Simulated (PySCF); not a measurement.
BFH6O2Si2, SMILES OB([SiH2][SiH2]F)O.

The structure is a stationary point at PBE-D3(BJ)/def2-SVP. This is a generated structure with no PubChem entry under its InChIKey; it may be hypothetical. Other conformers were not sampled.

Method: PySCF with PBE-D3(BJ)/def2-SVP.

Frequencies are harmonic and unscaled.

| mode | ν (cm⁻¹) | IR (km/mol) | moving atoms (share of kinetic energy) |
|---|---|---|---|
| 1 | 29 | 1.5 | O 54 %, Si 20 %, H 14 %, F 11 % |
| 2 | 50 | 3.5 | Si 40 %, F 24 %, O 23 %, H 11 % |
| 3 | 61 | 2.3 | Si 31 %, F 27 %, O 23 %, H 18 % |
| 4 | 167 | 1.0 | F 48 %, Si 27 %, O 13 %, H 9 % |
| 5 | 200 | 9.2 | O 46 %, H 29 %, B 11 % |
| 6 | 318 | 14.1 | H 84 %, Si 9 % |
| 7 | 354 | 0.6 | Si 38 %, O 33 %, H 22 % |
| 8 | 396 | 8.7 | Si 49 %, B 20 %, H 16 %, O 13 % |
| 9 | 468 | 12.9 | H 43 %, Si 36 %, B 12 %, O 9 % |
| 10 | 473 | 11.8 | H 67 %, Si 13 %, O 13 % |
| 11 | 531 | 70.8 | H 65 %, Si 19 %, B 9 % |
| 12 | 566 | 58.5 | H 81 %, B 14 % |
| 13 | 574 | 2.5 | O 53 %, B 26 %, H 12 %, Si 9 % |
| 14 | 655 | 146.9 | H 78 %, Si 13 % |
| 15 | 662 | 16.3 | H 80 %, B 11 % |
| 16 | 728 | 14.9 | H 94 % |
| 17 | 824 | 14.4 | F 45 %, H 41 %, Si 14 % |
| 18 | 867 | 129.0 | H 82 %, Si 12 % |
| 19 | 889 | 132.8 | H 88 %, Si 9 % |
| 20 | 916 | 143.6 | H 70 %, Si 20 %, F 9 % |
| 21 | 952 | 286.5 | H 80 %, O 20 % |
| 22 | 982 | 48.5 | H 77 %, O 19 % |
| 23 | 1229 | 356.1 | B 55 %, O 34 %, H 11 % |
| 24 | 1411 | 138.1 | B 71 %, O 23 % |
| 25 | 2126 | 97.6 | H 97 % |
| 26 | 2133 | 40.7 | H 98 % |
| 27 | 2144 | 72.3 | H 96 % |
| 28 | 2162 | 132.9 | H 96 % |
| 29 | 3775 | 86.8 | H 94 % |
| 30 | 3780 | 58.6 | H 94 % |
